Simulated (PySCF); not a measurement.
SMILES [NH2][Ga]([NH2])[NH2] (PBE0/def2-SVP optimised geometry):

```
10

Ga    -0.222     0.005     0.000
N      1.600     0.005     0.000
H      2.129    -0.823     0.242
H      2.125     0.840     0.230
N     -1.131     1.586     0.000
H     -2.101     1.620    -0.289
H     -0.663     2.448    -0.253
N     -1.136    -1.569    -0.071
H     -2.129    -1.608     0.121
H     -0.695    -2.448     0.170
```

Level of theory: PBE0/def2-TZVP (PySCF).

Question: What are the frontier orbital energies and the dipole moment?

Answer: HOMO-2 -7.72 eV, HOMO-1 -6.79 eV, HOMO -6.71 eV, LUMO 0.19 eV, LUMO+1 1.36 eV; dipole moment 0.54 D.

On the same geometry PBE/def2-TZVP in PySCF 2.14.0 gives HOMO-2 -6.26 eV, HOMO-1 -5.34 eV, HOMO -5.27 eV, LUMO -0.66 eV, LUMO+1 0.56 eV; dipole moment 0.50 D.

Meta-Löwdin charges at PBE0/def2-TZVP: Ga1 0.75, N2 -0.71, H3 0.23, H4 0.23, N5 -0.71, H6 0.23, H7 0.23, N8 -0.71, H9 0.23, H10 0.23.
